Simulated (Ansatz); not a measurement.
## Ansatz (development build ahead of 0.2.0) run

```yaml
crystal:
  periodic: [false, false, false]
  atoms:
    - { symbol: S, position_ang: [0.0, 0.0, 0.0] }
    - { symbol: F, position_ang: [1.58066, 0.0, 0.0] }
    - { symbol: F, position_ang: [-1.58066, 0.0, 0.0] }
    - { symbol: F, position_ang: [0.0, 1.58066, 0.0] }
    - { symbol: F, position_ang: [0.0, -1.58066, 0.0] }
    - { symbol: F, position_ang: [0.0, 0.0, 1.58066] }
    - { symbol: F, position_ang: [0.0, 0.0, -1.58066] }
basis:
  gaussian: { orbitals: def2-TZVP }
hamiltonian:
  xc: hf
correlation:
  method: mp2
  frozen_orbitals: { F: 1, S: 5 }
```

The input is written out in the form of the current development build from the run's settings.

Output:

- Converged: yes
- Reference energy: -994.34279 hartree
- Correlation energy: -1.72371 hartree
- Total energy: -996.06650 hartree
- Spin squared of the determinant: 0.000
